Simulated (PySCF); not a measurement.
Job for PySCF: R-B3LYP/3-21G on HCl (SMILES Cl).

```python
from pyscf import gto, scf, dft, mp
from pyscf.data.elements import chemcore

mol = gto.M(
    atom='''
    Cl   -0.42479100    0.48822500    0.35487020
    H    -1.11214659    0.83490298   -0.67175917
    ''',
    basis='3-21g',
    charge=0, spin=0, verbose=3, max_memory=1800)
mf = dft.RKS(mol, xc='b3lyp')
mf.conv_tol = 1e-8
mf.max_cycle = 100
mf.kernel()
if not mf.converged:
    mf = mf.newton().run(mf.mo_coeff, mf.mo_occ)
```

The log:

```
converged SCF energy = -458.588569174451
```

Self-consistency was reached.

Cost: about 0.3 core-seconds (a rough figure).
